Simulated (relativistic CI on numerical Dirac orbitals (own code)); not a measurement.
## Electric-dipole transitions in Mg V

Calculated at this level of theory: Dirac-Coulomb-Breit CI, separate exchange-only KLI orbitals for each configuration, model QED (radiative potential, 1s self-energy scaled to tabulated hydrogen-like ionisation energies), valence Slater integrals scaled by 0.85, configuration energies shifted to the measured levels that pair with them (semi-empirical) (own radial code, finite nucleus).

Configuration list (outside the closed core 1s2): 2s²2p⁴, 2s2p⁵, 2p⁶, 2s²2p³3s, 2s²2p³3d, 2s²2p³4s, 2s2p⁴3s, 2s²2p³4d, 2s²2p³3p, 2p⁵3s, 2p⁵3p, 2s²2p³4p, 2s²2p³4f, 2p⁵3d, 2s2p⁴3p, 2s²2p²3s², 2s2p⁴3d, 2s²2p²3s3p, 2s²2p²3p², 2s²2p²3s3d, 2s2p⁴4s, 2s²2p²3p3d, 2s2p⁴4p, 2s2p⁴4d, 2s2p³3s², 2s2p⁴4f, 2s²2p²3d², 2s2p³3s3p. Levels of other configurations are missing.

```csv
λ vac (Å),Lower,Upper,A (s⁻¹),gf,Branching (%)
95.405,2s²2p⁴ ³P2 [1],2s²2p³4d ³D°3 [212],4.05e+10,3.87e-01,92.7
98.314,2s²2p⁴ ¹D2 [4],2s²2p³4d ¹F°3 [215],7.72e+10,7.83e-01,95.4
98.628,2s²2p⁴ ³P2 [1],2s²2p³4d ³D°3 [166],3.91e+10,3.99e-01,93.2
101.19,2s²2p⁴ ¹S0 [5],2s²2p³4d ¹P°1 [216],1.53e+11,7.03e-01,94.5
101.25,2s²2p⁴ ¹D2 [4],2s²2p³4d ¹F°3 [182],1.24e+11,1.33e+00,96.8
101.45,2s²2p⁴ ¹D2 [4],2s²2p³4d ¹D°2 [178],1.07e+11,8.29e-01,96.4
103.27,2s²2p⁴ ³P2 [1],2s²2p³4d ³D°3 [112],9.22e+10,1.03e+00,96.2
103.46,2s²2p⁴ ³P1 [2],2s²2p³4d ³D°2 [110],6.77e+10,5.43e-01,71.7
111.45,2s²2p⁴ ³P2 [1],2s²2p³3d ³D°3 [83],6.37e+10,8.30e-01,96.9
111.72,2s²2p⁴ ³P1 [2],2s²2p³3d ³D°2 [81],4.82e+10,4.51e-01,62.1
113.79,2s²2p⁴ ³P2 [1],2s²2p³3d ³S°1 [73],7.60e+10,4.43e-01,44.7
113.96,2s²2p⁴ ³P2 [1],2s²2p³3d ³P°1 [71],8.62e+10,5.03e-01,56.3
114.02,2s²2p⁴ ³P2 [1],2s²2p³3d ³P°2 [69],1.22e+11,1.18e+00,75.8
114.02,2s²2p⁴ ³P1 [2],2s²2p³3d ³S°1 [73],6.65e+10,3.89e-01,39.1
114.67,2s²2p⁴ ³P2 [1],2s²2p³3d ³D°3 [65],8.72e+10,1.20e+00,98.3
114.89,2s²2p⁴ ³P1 [2],2s²2p³3d ³D°2 [67],6.26e+10,6.19e-01,77.4
115.23,2s²2p⁴ ¹D2 [4],2s²2p³3d ¹F°3 [85],1.23e+11,1.71e+00,98.8
115.57,2s²2p⁴ ¹D2 [4],2s²2p³3d ¹D°2 [84],7.75e+10,7.76e-01,83.2
117.55,2s²2p⁴ ¹D2 [4],2s²2p³3d ¹F°3 [74],1.41e+11,2.04e+00,98.2
118.43,2s²2p⁴ ¹D2 [4],2s²2p³3d ¹D°2 [70],8.94e+10,9.40e-01,91.7
118.69,2s²2p⁴ ¹S0 [5],2s²2p³3d ¹P°1 [86],1.95e+11,1.24e+00,95.0
118.93,2s²2p⁴ ¹D2 [4],2s²2p³3d ¹P°1 [68],7.80e+10,4.96e-01,79.5
120.73,2s²2p⁴ ³P2 [1],2s²2p³3d ³D°3 [55],8.26e+10,1.26e+00,98.3
121.01,2s²2p⁴ ³P1 [2],2s²2p³3d ³D°2 [54],6.00e+10,6.59e-01,72.8
137.26,2s²2p⁴ ³P2 [1],2s²2p³3s ³D°3 [14],1.70e+10,3.36e-01,99.9
142.34,2s²2p⁴ ¹D2 [4],2s²2p³3s ¹D°2 [19],4.39e+10,6.67e-01,99.4
273.81,2s²2p³3s ³D°3 [14],2s2p⁴3s ³P2 [265],2.31e+10,1.30e+00,59.7
280.17,2s²2p⁴ ¹D2 [4],2s2p⁵ ¹P°1 [9],3.49e+10,1.23e+00,93.4
353.07,2s²2p⁴ ³P2 [1],2s2p⁵ ³P°2 [6],7.67e+09,7.17e-01,75.3
408.10,2s²2p³3s ⁵S°2 [11],2s2p⁴3s ⁵P3 [89],4.89e+09,8.55e-01,96.1
```

Terms are leading LS components. Brackets give the number of a level in order of energy, since labels repeat. The list gives strong lines, with weight on those to low levels, without configurations that were not tied to measured data, without lines whose two gauges differ by over a factor of 2.5, among the lowest 272 of 1053 levels, so that lines to higher ones, which can be the strongest, are missing. Levels whose partners in the same complex of configurations lie outside the list can be far off, and so can their lines. Rates are taken at the computed energies, electric ones in the length gauge.

Configurations whose levels could be paired with our table of measured levels were shifted onto them, all but the ground configuration, by the median error of their levels; single terms can still be off by 1,000 to 2,000 cm⁻¹ or more, and rates follow the energies as ν³ (E1, M1) or ν⁵ (E2). The others borrow a shift and can be off by several thousand cm⁻¹ or more. 59 of the 61 excited levels that our extract of the measured tables holds in this range could be paired (the sources list more); they are missed by 2246 cm⁻¹ on average and 10053 at most, after the shifts were fitted to these levels, and levels without a partner can miss by more.
